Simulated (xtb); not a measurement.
xtb input (GFN2-xTB):

```bash
xtb mol.xyz --gfn 2 --ohess tight --chrg 1 --uhf 0
```
mol.xyz:
```
5

B      0.79322670    -0.10906975    -0.03868100
N     -0.54297225     0.05819598    -0.02414897
H      1.89820840    -0.21794224    -0.03218368
H     -1.01504281     0.98557750     0.15121322
H     -1.19572368    -0.69357590    -0.06649703
```

End of the output:

```
optimized geometry written to: xtbopt.xyz

           -------------------------------------------------
          | TOTAL ENERGY               -5.206451785957 Eh   |
          | TOTAL ENTHALPY             -5.168410330974 Eh   |
          | TOTAL FREE ENERGY          -5.193966055779 Eh   |
          | GRADIENT NORM               0.000118445250 Eh/α |
          | HOMO-LUMO GAP               5.175851702579 eV   |
           -------------------------------------------------

------------------------------------------------------------------------
------------------------------------------------------------------------
 total:
 SCF:
 ANC optimizer:
 analytical hessian:
```
